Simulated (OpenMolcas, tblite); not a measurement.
# SiPH5O2 (SMILES O[SiH2]OP): methods side by side

The species is SiPH5O2 (9 atoms), meant as a singlet with charge 0. As SMILES, `O[SiH2]OP`. The shape is that of a PBE0-D4/def2-TZVP optimisation. This is one conformer, not always the lowest.

```xyz
9

O    -0.3079    1.1443   -1.6429
Si    0.8177    0.5620   -0.6064
O     0.3024   -0.7781    0.2018
P    -0.9422   -0.8349    1.2776
H    -0.9987    1.7069   -1.2906
H     1.1706    1.6053    0.3913
H     1.9645    0.1235   -1.4211
H    -0.3059   -1.5909    2.3026
H    -1.6120   -1.9843    0.7706
```

Each level gives the dipole moment (D). The values are calculated.

```tsv
level	kind	program	value (D)	CPU time
GFN2-xTB	semi-empirical	tblite	1.36	under 2 s
HF/6-31G* (spherical functions)	Hartree–Fock	OpenMolcas	1.87	11 s
SVWN5/6-31G* (spherical functions)	LDA	OpenMolcas	1.44	37 s
BLYP/6-31G* (spherical functions)	GGA	OpenMolcas	1.44	51 s
TPSS/6-31G* (spherical functions)	meta-GGA	OpenMolcas	1.44	69 s
r2SCAN/6-31G* (spherical functions)	meta-GGA	OpenMolcas	1.45	69 s
M06-2X/6-31G* (spherical functions)	hybrid meta-GGA	OpenMolcas	1.65	63 s
PBE0/6-31G* (spherical functions)	global hybrid	OpenMolcas	1.52	48 s
```

The values span 1.36 to 1.87 D. Magnitudes only. Times are those of the runs behind each value, whatever else they computed, on shared processors of several kinds: orders of magnitude only.
